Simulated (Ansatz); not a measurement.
Calculated with Ansatz (gas phase, PBE0-D4/def2-TZVP geometries, no zero-point term in ΔE). CBS: MP2 limit from def2 TZ/QZ plus the TZ coupled-cluster correction, frozen cores. This one scheme is used for every species. DFT in def2-TZVPP.

Consider the formal exchange of groups at the Si–Cl bond: `N#C[Si](Cl)(Cl)Cl` + `C#N` → `N#C[Si](Cl)(Cl)C#N` + HCl.

(1) Is it downhill or uphill in electronic energy at CCSD(T)/CBS, and by how much? (An estimate is asked.)

(2) What do these levels give: r2SCAN0-D4, CAM-B3LYP-D4, PBE-QIDH, CCSD(T)/def2-SVP, SCS-MP2/def2-TZVPP, MP2/CBS(def2)? (Estimate.)

(3) What do rigid-rotor, harmonic-oscillator terms from PBE0-D4/def2-TZVP frequencies (298.15 K, 1 bar) make of the CCSD(T)/CBS value? (Estimate.)

Largest T1 diagnostic among the species: 0.014.

Answers

(1) Computed: Uphill: ΔE = +0.76 eV.

(2) Ansatz gave: r2SCAN0-D4 0.79, CAM-B3LYP-D4 0.75, PBE-QIDH 0.77, CCSD(T)/def2-SVP 0.69, SCS-MP2/def2-TZVPP 0.70, MP2/CBS(def2) 0.78 eV.

(3) Ansatz gave: ΔZPE = -0.08 eV, ΔH = +0.70 eV, ΔS = 5 J/(mol·K), ΔG = +0.68 eV.

From BLYP to BHLYP (50 % exact exchange), in def2-TZVPP and without D4, ΔE moves by +0.06 eV. In def2-TZVPP, CCSD(T) changes the Hartree–Fock value by −0.08 eV (the triples alone add −0.01 eV) and MP2 by −0.05 eV. At CCSD(T), def2-SVP lies −0.07 eV from the extrapolated value and def2-TZVPP −0.06 eV.
